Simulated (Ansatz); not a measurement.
Frontier orbitals of AlH$_{5}$O$_{4}$Si, SMILES `O[Si](O)(O)[O][AlH2]`.

```xyz
11

O     2.005    0.044   -0.240
Si    0.565   -0.204    0.488
O     0.321    1.012    1.550
O     0.683   -1.681    1.185
O    -0.700   -0.163   -0.506
Al   -1.773    0.646   -1.532
H     2.475   -0.741   -0.522
H     1.059    1.236    2.119
H    -0.137   -2.104    1.443
H    -3.184   -0.028   -1.745
H    -1.314    1.981   -2.238
```

The species carries charge 0 and has multiplicity 1. Geometry: relaxed with PBE0-D4/def2-TZVP. It is one conformer, not always the lowest. Basis def2-TZVPP, Ansatz.

Orbital energies of one run (eV). Highest occupied ones, from the top: -6.90, -7.27, -7.52, -7.99, -8.27, -8.44, -8.83, -8.89, -9.23, -9.47, -11.93, -12.68, -12.90, -14.27. Empty: -1.85, -0.71, 0.29, 0.58, 0.80, 0.91.

Problem. Which functional gave them?
A. r2SCAN0
B. PBE
C. r2SCANh
D. ωB97X-V

Solution. B. HOMO energies: PBE -6.90, ωB97X-V -10.75, r2SCAN0 -8.52, r2SCANh -7.77 eV.
